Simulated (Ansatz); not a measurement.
Cartesian coordinates in Å:
```
C 0.494 -0.795 -1.094
C 0.039 0.597 -0.689
C 0.054 0.818 0.822
Zn -1.045 -0.425 1.861
H -0.176 -1.565 -0.693
H 0.520 -0.917 -2.179
H 1.497 -1.006 -0.711
H 0.686 1.335 -1.182
H -0.966 0.776 -1.086
H 1.083 0.738 1.195
H -0.269 1.838 1.061
H -1.919 -1.393 2.695
```

Charge 0, multiplicity 1.

(1) List the PBE/def2-TZVPP orbital energies in eV (Ansatz). (Estimate.)

## Answers

(1) The calculation gave: Occupied: -9407.08, -1133.67, -999.45, -999.45, -999.39, -268.80, -268.58, -268.41, -125.76, -83.16, -83.15, -82.98, -19.21, -16.49, -14.09, -11.72, -11.37, -11.34, -11.29, -11.29, -10.84, -10.47, -9.41, -8.55, -8.09, -7.92, -7.71, -5.92. Lowest empty: -1.10, -0.97, -0.18, 1.13, 1.55, 1.72, 2.15, 2.41.
